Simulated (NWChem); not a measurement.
System: CH$_{5}$NZn; SMILES [CH3][Zn][NH2]

Here is an NWChem input.

```
start job
memory heap 200 mb stack 900 mb global 1100 mb
geometry units angstroms noautosym nocenter noautoz
  Zn     0.154027    -0.024478     0.002961
  C      0.198938     1.909095     0.001818
  H     -0.326316     2.321857     0.878144
  H     -0.288003     2.319769    -0.897331
  H      1.232991     2.288695     0.023676
  N      0.236290    -1.845479     0.005689
  H     -0.081431    -2.350751    -0.817420
  H     -0.108046    -2.349691     0.818720
end
basis spherical
  * library def2-svpd
end
dft
  xc xpbe96 cpbe96
  iterations 150
end
property
  response 1 0.0
end
task dft property
```

Geometry: optimised at PBE0/def2-SVP.

Static field.

Question: What results follow from this input? (PBE/def2-SVPD.) Quantities: isotropic polarisability (bohr³); anisotropy (bohr³).

Answer: 
```json
{
  "isotropic polarisability (bohr³)": "50.1",
  "anisotropy (bohr³)": "25.8"
}
```
